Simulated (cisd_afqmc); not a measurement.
Species: SnH, charge 0, doublet. SnH (SMILES [SnH], doublet).
B3LYP-D3(BJ)/def2-TZVP minimum from Ansatz:
```
Sn
H 1 1.7863
```
Charge 0, spin multiplicity 2.

Phaseless AFQMC (cisd_afqmc on Ansatz's integrals) in def2-TZVPP, frozen core: how the trial state and the time step act. The spread is the standard deviation of the local energy over walkers; bars are one sigma, widened where a walk drifts.

| trial | step (1/Eh) | walkers x blocks averaged | spread (Eh) | energy (Eh) |
|---|---|---|---|---|
| CISD | 0.005 | 29600 | 0.007 | -213.9931 ± 0.0001 |
| CISD | 0.0025 | 30000 | 0.007 | -213.9932 ± 0.0002 |
| HF | 0.005 | 187800 | 0.062 | -213.9913 ± 0.0004 |

CCSDTQ in the same basis (Ansatz) gives -213.9933 Eh.
